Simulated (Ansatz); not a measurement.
**Relative stability**

The two ends of one reaction step of AlN2H7O, singlet (PBE0-D4/def2-TZVP).

A:

| atom | x (Å) | y (Å) | z (Å) |
| --- | --- | --- | --- |
| Al1 | 0.3798 | 0.1586 | 0.3194 |
| O2 | 0.6278 | 1.8345 | 0.1972 |
| N3 | 1.0514 | -0.9866 | -0.8513 |
| N4 | -0.5390 | -0.3998 | 1.7169 |
| H5 | -1.9431 | 0.7854 | -1.2187 |
| H6 | -1.6274 | 0.2187 | -1.5926 |
| H7 | 1.1448 | 2.2546 | -0.4853 |
| H8 | 0.9888 | -1.9881 | -0.7754 |
| H9 | 1.5959 | -0.7373 | -1.6594 |
| H10 | -0.9068 | 0.2149 | 2.4232 |
| H11 | -0.7721 | -1.3550 | 1.9260 |

B:

```
atom    x (Å)    y (Å)    z (Å)
 Al1  -0.5413  -0.1613  -0.0756
  O2   0.2944   1.6830  -0.2465
  N3   1.0106  -0.7199  -0.9026
  N4  -0.7621  -0.6014   1.6360
  H5  -0.1516   2.2841  -0.8516
  H6  -1.8324   0.0471  -0.9874
  H7   1.0186   1.2160  -0.7364
  H8   1.6766  -1.2927  -0.4028
  H9   0.9495  -1.0850  -1.8431
 H10  -1.6233  -0.4721   2.1403
 H11  -0.0389  -0.8980   2.2697
```

Program: Ansatz 0.2.0. Basis: def2-TZVPP. Cores are frozen in the correlated methods. B3LYP uses VWN-RPA correlation.

(1) Which structure is lower at CCSD(T), and by how much? (An estimate is asked for; the value comes from the calculation.)

The T1 diagnostic stays at or below 0.010.

Answers

(1) Computed: A, by 0.514 eV (electronic energy, against the other). By their contacts, A is a complex of AlN₂H₅O ([NH2][Al]([NH2])[OH]) + H₂ and B is AlN₂H₇O ([NH2][AlH]([NH2])[OH2]).

All methods give the same order:

```csv
method,E(B) − E(A) (eV)
SPW92,0.180
PBE-D4,0.428
BLYP-D4,0.590
r2SCAN-D4,0.513
B97M-V,0.405
PBE0-D4,0.419
B3LYP-D4,0.563
r2SCAN0-D4,0.489
BHLYP-D4,0.549
CAM-B3LYP-D4,0.521
wB97X-V,0.492
wB97M-V,0.492
B2PLYP,0.572
PBE-QIDH,0.460
RPA on PBE,0.514
HF,0.645
MP2,0.573
CCSD,0.533
CCSD(T),0.514
```

Labels in which every atom is bracketed show which atoms are joined, not bond orders.

For scale, one of the runs: CCSD(T)/def2-TZVPP, 233 basis functions, launched by `ansatz run in.yaml --threads 4 --pin off --events-out ev --progress --plain --max-ram 9574MiB`. Time: 99 s of wall clock on 4 CPU threads of an Intel Xeon; the host was shared. Peak host memory: 4.2 GiB.
